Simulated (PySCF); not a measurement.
Computed shifts of a molecule C3H8OSi, KT2/pcSseg-1 (PySCF), GIAO, gas phase, atoms alike by connectivity averaged where their shifts nearly agree, in ppm (number of nuclei): ¹³C: 76.6 (1), 27.6 (1), 25.0 (1). ²⁹Si: -60.7 (1). ¹H: 4.97 (1), 4.73 (1), 4.51 (1), 2.04 (1), 1.88 (2), 1.65 (1), 1.10 (1). References: ¹⁷O against H2O (σ = 330.4 ppm); ¹³C against TMS (σ = 185.1 ppm); ²⁹Si against TMS (σ = 361.9 ppm); ¹H against TMS (σ = 31.47 ppm), references at their B3LYP-D3(BJ)/def2-TZVP geometries, non-relativistic. Geometry: TPSSh-D3(BJ)/def2-SVP. Other conformers were not sampled.

### Question
Identify the compound among the candidates.
A. OC1C[SiH2]C1
B. C=COC[SiH3]
C. C=C([SiH3])OC
D. C=C(C)O[SiH3]

### Answer
A, OC1C[SiH2]C1
